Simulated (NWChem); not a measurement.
C$_{4}$H$_{6}$OSi; SMILES o1ccc([SiH3])c1

```xyz
12

Si    -0.0252    -2.0888     0.0013
C      0.0256    -0.2204    -0.0024
C      1.1733     0.6618     0.0154
C      0.6841     1.9439     0.0066
O     -0.6811     1.9313    -0.0153
C     -1.0660     0.6260    -0.0203
H     -1.4619    -2.5345    -0.0216
H      0.6414    -2.6479     1.2303
H      0.6822    -2.6543    -1.2017
H      2.2300     0.3710     0.0326
H      1.1521     2.9336     0.0133
H     -2.1469     0.4488    -0.0381
```
Atoms are numbered in this order, from 1.

All runs: NWChem. Pople sets run with spherical d functions. Structure relaxed at the PBE-D3(BJ)/def2-SVP level. GIAO values for the isolated, static molecule; σ is the absolute isotropic shielding.

```json
[
 {"level": "B3LYP/6-31G*", "basis functions": "100", "σ C3 (ppm)": "78.4", "σ C4 (ppm)": "53.0", "σ O5 (ppm)": "38.0", "σ C6 (ppm)": "46.6", "σ H7 (rotor mean) (ppm)": "27.41", "σ H10 (ppm)": "25.62", "σ H11 (ppm)": "24.65"},
 {"level": "B3LYP/6-311G**", "basis functions": "152", "σ C3 (ppm)": "…", "σ C4 (ppm)": "…", "σ O5 (ppm)": "4.3", "σ C6 (ppm)": "…", "σ H7 (rotor mean) (ppm)": "27.04", "σ H10 (ppm)": "24.97", "σ H11 (ppm)": "24.01"},
 {"level": "B3LYP/def2-SVP", "basis functions": "118", "σ C3 (ppm)": "74.9", "σ C4 (ppm)": "48.4", "σ O5 (ppm)": "27.8", "σ C6 (ppm)": "42.5", "σ H7 (rotor mean) (ppm)": "26.92", "σ H10 (ppm)": "24.84", "σ H11 (ppm)": "24.09"},
 {"level": "B3LYP/IGLO-II", "basis functions": "181", "σ C3 (ppm)": "58.9", "σ C4 (ppm)": "30.2", "σ O5 (ppm)": "4.5", "σ C6 (ppm)": "24.3", "σ H7 (rotor mean) (ppm)": "26.92", "σ H10 (ppm)": "25.06", "σ H11 (ppm)": "24.18"}
]
```

Question: Some entries are withheld; supply them.

Answer: 
- B3LYP/6-311G**, σ C3 (ppm): 60.8
- B3LYP/6-311G**, σ C4 (ppm): 32.2
- B3LYP/6-311G**, σ C6 (ppm): 26.5
